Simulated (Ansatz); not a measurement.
One change: `O[SiH2][SiH](O)F` becomes `O[SiH](F)[SiH3]`.

Ansatz, PBE0-D4/def2-TZVP geometries, multiplicity 1. Each molecule was computed in one conformer, which needn't be the lowest.

| property | `O[SiH2][SiH](O)F` |
| --- | --- |
| LUMO energy (PBE/def2-TZVPP) / eV | -1.67 |
| HOMO–LUMO gap (ωB97M-V/def2-TZVPP) / eV | 11.01 |
| LUMO energy (B3LYP/def2-TZVPP) / eV | -1.04 |
| HOMO energy (B3LYP/def2-TZVPP) / eV | -7.87 |
| HOMO–LUMO gap (PBE0/def2-TZVPP) / eV | 7.24 |
| ideal-gas entropy at 298 K and 1 bar (rigid rotor, harmonic PBE0-D4/def2-TZVP) / J/(mol·K) | 366 |

Q: Give the same properties after the change, and the shifts. (Estimate.)

A: Computed: 
```csv
property,`O[SiH](F)[SiH3]`,shift
LUMO energy (PBE/def2-TZVPP) / eV,-1.10,0.57
HOMO–LUMO gap (ωB97M-V/def2-TZVPP) / eV,11.81,0.80
LUMO energy (B3LYP/def2-TZVPP) / eV,-0.47,0.57
HOMO energy (B3LYP/def2-TZVPP) / eV,-8.11,-0.24
HOMO–LUMO gap (PBE0/def2-TZVPP) / eV,8.05,0.81
"ideal-gas entropy at 298 K and 1 bar (rigid rotor, harmonic PBE0-D4/def2-TZVP) / J/(mol·K)",340,-26
```

With PBE0 the HOMO falls by 0.24 eV and the LUMO rises by 0.57 eV, so the gap widens by about 0.81 eV. PBE moves the HOMO by -0.27 eV and ωB97M-V by -0.23 eV. The zero-point energy changes by -19.2 kJ/mol with -3 modes. Modes under 60 cm⁻¹, often nearly free rotors, make the harmonic entropy too high.

B3LYP here is the variant with VWN-RPA as its local correlation; programs differ in this.
